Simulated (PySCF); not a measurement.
BBr3, optimised at B3LYP/6-31G*:

```xyz
4

B      0.3901    -0.1532    -0.2549
Br    -0.1440     0.8376    -1.8048
Br    -0.1727    -1.9714    -0.0399
Br     1.4871     0.6741     1.0796
```

Method: PySCF energies (xtb for GFN2) plus ideal-gas RRHO corrections (1 bar). 6-31G* has spherical d functions here. All species are closed-shell singlets. B3LYP is the form with VWN-RPA correlation. Br: all electrons, no relativistic terms.

Q: List the harmonic frequencies (cm⁻¹, unscaled) at this level and at the other levels, each on its own geometry.

A: 
- B3LYP/6-31G*: 151, 151, 276, 386, 814, 814
- GFN2-xTB: 139, 139, 269, 325, 748, 748
- HF/6-31G*: 162, 162, 292, 416, 868, 868
- PBE/def2-SVP: 147, 148, 276, 373, 820, 820
- PBE0/def2-TZVP: 151, 151, 283, 388, 837, 837
